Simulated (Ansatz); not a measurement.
Consider the ligand exchange at the Al–F bond: `[F][Al]([F])[SH]` + HBr → `[F][Al]([SH])[Br]` + H–F.

Program: Ansatz. Geometries: PBE0-D4/def2-TZVP. ΔE: electronic, gas phase. CBS: MP2 limit from def2 TZ/QZ plus the TZ coupled-cluster correction, frozen cores. This one scheme is used for every species. For Br outer-core shells are correlated without core-valence functions, which leaves a few kJ/mol of doubt a bond. Scalar relativity is left out up to krypton. Each species was taken in one conformer, which may not be the lowest.

| species | HF/def2-SVP energy (Eh) |
| --- | --- |
| `[F][Al]([F])[SH]` | -838.74595 |
| HBr | -2572.68493 |
| `[F][Al]([SH])[Br]` | -3311.48878 |
| H–F | -99.93236 |

Problem. Work out ΔE.

Solution. ΔE = (-3311.48878) + (-99.93236) − (-838.74595) − (-2572.68493) = 0.00974 Eh = +0.27 eV. CCSD(T)/CBS gives +0.19 eV.

Largest T1 diagnostic among the species: 0.012.

From r2SCAN to r2SCAN0 (25 % exact exchange), in def2-TZVPP and without D4, ΔE moves by −0.04 eV. Leaving LDA and LC-ωPBE aside and taking each functional with its dispersion term where it has one, the values, not all of them listed here, spread over 0.18 eV, from HSE06-D4 to CAM-B3LYP-D4.
